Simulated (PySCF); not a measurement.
C9H14F3 (charge +1).
SMILES: `CC[C@@H]1C[C+](C)[C@@](F)(C(F)F)C1`

The closed-shell ground state was solved at several levels (PySCF, density fitting, gas phase, non-relativistic). The structure is a single PBE0-D3(BJ)/def2-SVP conformer in the gas phase; no vibrational or solvent corrections.

| level | basis functions | total energy (Eh) | HOMO (eV) | LUMO (eV) | gap (eV) |
| --- | --- | --- | --- | --- | --- |
| B3LYP/def2-SVPD | 361 | -650.1693 | -12.91 | -8.76 | 4.15 |
| PBE0/pcSseg-1 | 274 | -649.8423 | -13.12 | -8.58 | 4.54 |
| KT2/pcSseg-1 | 274 | -660.6203 | -11.82 | -9.39 | 2.43 |

What might B3LYP/pcJ-1 (464 basis functions) give for the same quantities?

Total energy -650.6325 Eh, HOMO -12.92 eV, LUMO -8.78 eV, gap 4.14 eV.

Over all these levels, which gives the widest orbital gap and which the narrowest?

PBE0/pcSseg-1 (global hybrid, 25 % exact exchange) has the widest, 4.54 eV, and KT2/pcSseg-1 (GGA) the narrowest, 2.43 eV. The two share the basis. From the narrowest to the widest the HOMO moves by -1.30 eV and the LUMO by +0.81 eV.
